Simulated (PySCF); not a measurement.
## Electron correlation in B (boron, neutral)

[He] 2s1 2p1 3s1, high-spin 4P determinant (an excited configuration). All numbers are calculated (PySCF 2.14, no relativity, point nucleus, in aug-cc-pVQZ). Frozen: 1s2; 3 electrons correlated.

```tsv
level	correlation energy (mhartree)
CCSD	-10.32
(T)	-0.10
CCSD(T)	-10.42
```

Diagnostics: T1 = 0.0099, D1 = 0.0228, largest double amplitude 0.041.

The outer electron is Rydberg-like, and this basis confines it to a smaller radius and binds it less than a complete one would.

Cost of the coupled-cluster step: about 6 core-seconds, for 3 correlated electrons.

Iterations:

```
CC2 = 0
CCSD nocc = (np.int64(3), np.int64(0)), nmo = (79, 79)
frozen orbitals [[0], [0]]
max_cycle = 100
direct = 0
conv_tol = 1e-08
conv_tol_normt = 1e-06
diis_space = 8
diis_start_cycle = 0
Init t2, MP2 energy = -0.00617116896204203
Init E_corr(UCCSD) = -0.00617116896216442
cycle = 1  E_corr(UCCSD) = -0.00829289730042632  dE = -0.00212172834  norm(t1,t2) = 0.0277715
cycle = 2  E_corr(UCCSD) = -0.00920340730657399  dE = -0.000910510006  norm(t1,t2) = 0.0156586
cycle = 3  E_corr(UCCSD) = -0.0102112074352814  dE = -0.00100780013  norm(t1,t2) = 0.00982515
cycle = 4  E_corr(UCCSD) = -0.0102114481560744  dE = -2.40720793e-07  norm(t1,t2) = 0.00415249
cycle = 5  E_corr(UCCSD) = -0.0103189564792038  dE = -0.000107508323  norm(t1,t2) = 0.00247216
cycle = 6  E_corr(UCCSD) = -0.0103126996425048  dE = 6.2568367e-06  norm(t1,t2) = 0.000766372
cycle = 7  E_corr(UCCSD) = -0.010328830563632  dE = -1.61309211e-05  norm(t1,t2) = 0.000207138
cycle = 8  E_corr(UCCSD) = -0.0103226901496109  dE = 6.14041402e-06  norm(t1,t2) = 5.39451e-05
cycle = 9  E_corr(UCCSD) = -0.0103243193825107  dE = -1.6292329e-06  norm(t1,t2) = 1.67863e-05
cycle = 10  E_corr(UCCSD) = -0.0103240900086348  dE = 2.29373876e-07  norm(t1,t2) = 3.10591e-06
cycle = 11  E_corr(UCCSD) = -0.0103240955173298  dE = -5.50869498e-09  norm(t1,t2) = 7.95979e-07
UCCSD converged
E(UCCSD) = -24.24802642944512  E_corr = -0.01032409551732978
UCCSD(T) correction = -0.000100458458497256
```
